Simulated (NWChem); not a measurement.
Molecule: GeSe, singlet; SMILES [Ge]=[Se]

All runs: NWChem. Pople sets run with spherical d functions. Low-valent species are run as closed-shell singlets; no triplet was tried in these runs. Geometry: optimised at PBE0-D3(BJ)/def2-TZVP. B3LYP is NWChem's, with the RPA form of VWN correlation.

Problem. Taking B3LYP/6-311G** as the yardstick, which of these has the fewest basis functions while keeping “dipole (D)” within 0.1 D of it: B3LYP/6-31G*; B3LYP/3-21G; B3LYP/STO-3G?

Solution. none of them.
```
level           basis functions  dipole (D)
--------------  ---------------  ----------
B3LYP/STO-3G                 36        1.47
B3LYP/3-21G                  44        1.69
B3LYP/6-31G*                 64        1.72
B3LYP/6-311G**               88        1.89
```

The yardstick is one finite set, not the basis-set limit.
